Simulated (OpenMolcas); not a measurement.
## How basis sets differ on SiHCl2OF (SMILES O[Si](F)(Cl)Cl)

SiHCl2OF has 6 atoms, charge 0, and is taken as a singlet. As SMILES, `O[Si](F)(Cl)Cl`. Geometry: relaxed at PBE0-D4/def2-TZVP. This is one conformer, not always the lowest.

```xyz
6

O     0.0000    0.0000    0.0000
Si    0.0000    0.0000    1.6122
F     1.4726    0.0000    2.1815
Cl   -0.9115    1.6479    2.3600
Cl   -0.9151   -1.6830    2.2255
H     0.2105    0.8128   -0.4635
```

Each level gives the dipole moment (D). The values are calculated.

```tsv
level	kind	program	value (D)	CPU time
HF/ANO-R0 (sfX2C)	Hartree–Fock	OpenMolcas	2.40	3.4 s
HF/ANO-RCC-MB (DKH2)	Hartree–Fock	OpenMolcas	2.33	6.7 s
HF/STO-3G	Hartree–Fock	OpenMolcas	2.76	1.5 s
HF/3-21G	Hartree–Fock	OpenMolcas	2.76	2.1 s
HF/def2-SVP	Hartree–Fock	OpenMolcas	2.02	5.3 s
```

The values span 2.02 to 2.76 D. Magnitudes only. Sets without polarisation functions give poor dipoles. Times are those of the runs behind each value, whatever else they computed, on shared processors of several kinds: orders of magnitude only.
